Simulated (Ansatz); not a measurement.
Input file for Ansatz (an electronic-structure program): U-CCSD(T)/def2-TZVPP on NaP-, 2S+1 = 4, a spin state set in the input, which need not be the lowest, a point of a bond scan (R = 2.821 Å). Charge -1.

Ansatz 0.2 input:
```yaml
crystal:
  periodic: [false, false, false]
  atoms:
    - {symbol: Na, position_ang: [0.00000000, 0.00000000, 0.00000000]}
    - {symbol: P, position_ang: [0.00000000, 0.00000000, 2.82102100]}
basis:
  gaussian:
    orbitals: def2-TZVPP
    pivot_positions_ang: [[0.00000000, 0.00000000, 0.00000000], [0.00000000, 0.00000000, 2.82102100]]
total_charge: -1
magnetization: {spin_polarized: true, initial_magnetization: 3}
correlation: {method: ccsd_t, electrons: valence}
output: {orbitals: {seedname: ./end}}
```

**Question.** What total energy does the run end on?

**Answer.** -502.8981 hartree (reference determinant -502.5889, T1 diagnostic 0.016).

**Question.** How many basis functions does it have, and what does it roughly cost on one machine?

**Answer.** 74 functions; very roughly 30 core-seconds.
